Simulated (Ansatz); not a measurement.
```yaml
atoms:
  - { symbol: O, position_ang: [0.0000, 0.0000, 0.0000] }
  - { symbol: O, position_ang: [0.0000, 0.0000, 1.3340] }
```

Basis set: cc-pVTZ (spherical functions). Correlated methods keep 2 orbitals frozen. Charge 0, multiplicity 3.

Computed with Ansatz (development build ahead of 0.2.0); the reference of a correlated method needn't be the lowest determinant of its kind.

The atomization energy at this shape (free ground-state atoms in the same class of orbitals less the molecule, no zero-point energy) of triplet O₂:

```csv
method,atomization energy
UHF-CCSD(T),435.7 kJ/mol
```

**Question.** What does UHF-CCSD give?

**Answer.** 392.4 kJ/mol. Caution: the reference determinant was not shown to be the lowest; the shape is not the minimum.
